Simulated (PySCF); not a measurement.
C₇H₁₀N₂O.
Structure used (PBE0-D3(BJ)/def2-SVP), in Å, numbered top down from 1:
```
atom  x, y, z in Å
C1    -2.6122   -0.6206    0.5202
C2    -1.6655    0.4611    0.0289
C3    -0.2362    0.0339    0.0253
C4     0.3816   -1.1305    0.4357
C5     1.7557   -0.9143    0.1763
C6     2.8856   -1.8156    0.4156
O7     2.7841   -2.9213    0.8891
N8     1.9641    0.2904   -0.3542
N9     0.7663    0.8442   -0.4381
C10    0.6204    2.1731   -0.9727
H11   -3.6514   -0.2624    0.5152
H12   -2.3666   -0.9268    1.5481
H13   -2.5582   -1.5154   -0.1178
H14   -1.9532    0.7757   -0.9903
H15   -1.7735    1.3648    0.6559
H16   -0.0715   -2.0206    0.8628
H17    3.8740   -1.3828    0.1200
H18   -0.0356    2.1724   -1.8561
H19    0.2016    2.8579   -0.2197
H20    1.6189    2.5185   -1.2622
```

All values: PBE0/pcSseg-1 (PySCF, non-relativistic), on one gas-phase PBE0-D3(BJ)/def2-SVP geometry that isn't relaxed in the solvent. The solvent is an IEF-PCM continuum (Bondi radii, 1.10 Å for H, scaled by 1.2). Specific hydrogen bonds and non-electrostatic terms are outside this model.

Gas phase at PBE0/pcSseg-1: HOMO -7.22 eV, LUMO -1.10 eV, dipole 5.92 D.

**Question.** What does the continuum do to the energy, the frontier levels and the dipole at PBE0/pcSseg-1 in methanol and acetonitrile?

**Answer.** 
```csv
solvent,ε,E(solvent) − E(gas) (kcal/mol),polarisation term (kcal/mol),distortion of the solute (kcal/mol),HOMO (eV),LUMO (eV),dipole (D)
methanol,32.61,-8.73,-10.53,1.80,-7.31,-1.39,7.74
acetonitrile,35.69,-8.77,-10.59,1.82,-7.32,-1.40,7.75
```

The polarisation term is half the interaction of the solute with the surface charges that it induces; the rest is the cost of distorting the solute's density. The sum is the electrostatic part of solvation alone. From methanol to acetonitrile the lowering changes by a factor 1.00, Onsager's factor (ε − 1)/(2ε + 1) by 1.00 and ε itself by 1.1.

**Question.** Which radius a makes the point-dipole formula ΔE = −[(ε − 1)/(2ε + 1)]·μ²/a³ give the value in acetonitrile, with the gas-phase dipole?

**Answer.** μ = 2.330 au and |ΔE| = 0.01398 Eh give a = 3.02 Å; the farthest nucleus lies 4.13 Å from the centroid of the nuclei, so such a sphere wouldn't even hold the nuclei. The formula assumes a rigid point dipole at the centre of a sphere.

**Question.** Give the dipole vector in the frame of the coordinates (D, pointing from negative to positive charge), gas and acetonitrile.

**Answer.** Gas (-3.81, 4.33, -1.33), solvent (-4.96, 5.69, -1.75). Its length changes by +31 % and its direction by less than 1°.

**Question.** Which Hirshfeld charges (PBE0/pcSseg-1) respond most in acetonitrile (means over atoms taken as equivalent)?

**Answer.** 
```csv
atoms,environment,gas (e),solvent (e),change
O7,aldehyde oxygen,-0.241,-0.285,-0.044
N8,pyridine-type nitrogen,-0.132,-0.152,-0.020
C5,substituted aromatic carbon,-0.007,-0.020,-0.013
H14/H15,methylene hydrogen,+0.044,+0.055,+0.011
C3,substituted aromatic carbon,+0.038,+0.048,+0.010
H17,formyl hydrogen,+0.039,+0.048,+0.009
H18/H19/H20,methyl hydrogen,+0.058,+0.066,+0.008
N9,pyrrole-type nitrogen,+0.049,+0.057,+0.008
C4,aromatic CH carbon,-0.092,-0.099,-0.007
C2,benzylic-type carbon,-0.062,-0.058,+0.004
C10,N-methyl carbon,-0.051,-0.047,+0.004
H16,aromatic hydrogen,+0.058,+0.060,+0.002
```

**Question.** Which Mayer bond orders change most in acetonitrile?

**Answer.** 
```json
{"bond": "C6–O7", "length (Å)": "1.207", "gas": "1.999", "solvent": "1.959", "change": "-0.040"}
{"bond": "C5–C6", "length (Å)": "1.465", "gas": "1.025", "solvent": "1.054", "change": "+0.029"}
{"bond": "C5–N8", "length (Å)": "1.333", "gas": "1.427", "solvent": "1.411", "change": "-0.016"}
{"bond": "N9–C3", "length (Å)": "1.370", "gas": "1.012", "solvent": "1.028", "change": "+0.016"}
{"bond": "N8–N9", "length (Å)": "1.322", "gas": "1.254", "solvent": "1.268", "change": "+0.014"}
{"bond": "N9–C10", "length (Å)": "1.440", "gas": "0.919", "solvent": "0.906", "change": "-0.013"}
{"bond": "C3–C4", "length (Å)": "1.381", "gas": "1.429", "solvent": "1.420", "change": "-0.009"}
{"bond": "C2–C3", "length (Å)": "1.492", "gas": "1.052", "solvent": "1.060", "change": "+0.008"}
```
